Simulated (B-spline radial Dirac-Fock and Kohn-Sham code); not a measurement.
# K-line shifts caused by a second vacancy in Re⁵⁺

System: rhenium as Re⁵⁺, 1s2 2s2 2p6 3s2 3p6 3d10 4s2 4p6 4d10 4f14 5s2 5p6 5d2.

Input file task.json (cfg lists n, l and occupation; rrms is the nuclear radius in fm):

```json
{"items": [{
  "Z": 75,
  "q": 5,
  "cfg": [[1, 0, 2], [2, 0, 2], [2, 1, 6], [3, 0, 2], [3, 1, 6], [3, 2, 10], [4, 0, 2], [4, 1, 6], [4, 2, 10], [4, 3, 14], [5, 0, 2], [5, 1, 6], [5, 2, 2]],
  "A": 187,
  "rrms": 5.3698,
  "do": ["binding", "quiet", "double"]
}]}
```

Launch: `python xray_run.py task.json out`

Level of theory: multi-electron Dirac-Fock with separately optimised hole states, Breit and Lamb-shift corrections added in first order; a radial B-spline solver. Each two-hole energy is an average over J within one jj subconfiguration, not an observable level; in light atoms, where LS coupling holds, the j-resolved values are not observed lines, and for a K spectator the Kα1 hypersatellite is nearly forbidden. Correlation energy is missing from these numbers.

Lines without a spectator: Kα2 (K-L2) 59713.1 eV, Kα1 (K-L3) 61136.6 eV, Kβ3 (K-M2) 68987.6 eV, Kβ1 (K-M3) 69300.5 eV. Shifts in eV with one spectator hole (a dash: not computed, or left out as unreliable):

```
spectator hole      Kα2      Kα1      Kβ3      Kβ1
        K (1s)  +1001.3  +1079.3  +1297.1  +1315.3
    L2 (2p1/2)   +128.4   +173.7        –   +328.7
    L3 (2p3/2)    +95.7   +105.5   +245.3        –
    M2 (3p1/2)        –   +27.58    +52.7    +62.6
    M3 (3p3/2)   +14.79        –    +44.4    +45.0
    M4 (3d3/2)    +4.96    +1.58        –        –
    M5 (3d5/2)    -0.51    +3.62        –        –
```
